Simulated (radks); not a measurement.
Results of a calculation; reference values are marked as such.
How relativity changes the ionisation of the tungsten ion W14+ ([Kr] 4d10 4f12 5s2) to W15+ ([Kr] 4d10 4f11 5s2). Spin-unpolarised spherical Kohn-Sham, PBE, point nucleus unless stated (finite: rms radius 5.3658 fm), a radial shooting solver on a logarithmic mesh with Libxc functionals. A level marked "c x" has the speed of light scaled by that factor and shares open shells by 2j + 1; other Dirac levels either fill j = l - 1/2 first or share by 2j + 1.

| level | E(W14+) (hartree) | E(W15+) (hartree) | IE (eV) | HOMO | <r> HOMO (bohr) |
|---|---|---|---|---|---|
| non-rel. | -15225.8409 | -15213.4418 | 337.40 | 5s | 1.013 |
| scalar-rel. | -16076.7218 | -16064.6232 | 329.22 | 4f | 0.5430 |
| scalar-rel., finite nucleus | -16074.1947 | -16062.0958 | 329.23 | 4f | 0.5430 |
| Dirac, 2j+1 shares | -16099.9494 | -16087.8540 | 329.13 | 4f7/2 | 0.5456 |
| Dirac, low j first | -16100.0315 | -16087.9824 | 327.87 | 4f7/2 | 0.5458 |
| Dirac, 2j+1 shares, finite nucleus | -16097.3989 | -16085.3032 | 329.14 | 4f7/2 | 0.5456 |
| Dirac, c x 0.85 | -16525.5727 | -16513.5980 | 325.85 | 4f7/2 | 0.5510 |
| Dirac, c x 2 | -15419.9597 | -15407.6354 | 335.36 | 5s1/2 | 0.9980 |
| Dirac, c x 5 | -15256.0031 | -15243.6159 | 337.07 | 5s1/2 | 1.011 |

NIST Atomic Spectra Database: 325 eV (semi-empirical). The relativistic part of the total energy of W14+ is -871.6 hartree (Dirac, 2j+1 shares, finite nucleus), 5.7 % of the non-relativistic value. Spin polarisation and multiplet splitting of open shells are left out at every level.

Beside tabulated values, note that relativity, absent from the non-relativistic runs, is large for the heavy elements, and spin-unpolarised runs miss the spin-polarisation part of the exchange energy of open shells.
